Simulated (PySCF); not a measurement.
Gas-phase reaction: 6 H + 3 AlBr ⇌ 2 AlH₃ + AlBr₃

Energies from PySCF (xtb for GFN2), thermal terms from the rigid-rotor harmonic-oscillator model, ideal gas at 1 bar. † marks an energy on the PBE0/def2-TZVP geometry and frequencies; other levels use their own. MP2 freezes the core. 6-31G* has spherical d functions here. Open shells (unrestricted): H (multiplicity 2); the rest are closed-shell singlets. GFN2 has no spin-polarisation term. B3LYP is the form with VWN-RPA correlation. Br: all electrons, no relativistic terms. AlH₃: computed as isolated molecules; such fragments, hydroxides, amides, oligomers or adducts are transient or little studied in the gas. MP2 isn't extrapolated to the basis-set limit; its ΔH°(298 K) is -1380.1 kJ in def2-SVP and -1429.7 kJ in def2-TZVPP. The harmonic model lacks anharmonicity and excited electronic states, which grow with temperature; levels with a mode under 35 cm⁻¹ are left out. Soft modes under 120 cm⁻¹ make the harmonic entropy rough for AlBr₃.

```csv
level,"ΔE electronic, kJ","ΔH°(298 K), kJ","ΔS°(298 K), J/K","ΔG°(800 K), kJ"
B3LYP/6-31G*,-1516,-1443,-645,-911
B3LYP/def2-TZVP†,-1530,-1457,-644,-926
BLYP/def2-TZVP†,-1480,-1408,-644,-877
GFN2-xTB,-2286,-2219,-639,-1693
MP2/def2-TZVPP†,-1503,-1430,-644,-899
PBE/def2-TZVP†,-1461,-1388,-644,-857
ωB97X-V/def2-TZVP†,-1578,-1505,-644,-974
```
ΔH° is lowest at GFN2-xTB and highest at PBE/def2-TZVP†. No reference value is set beside these.
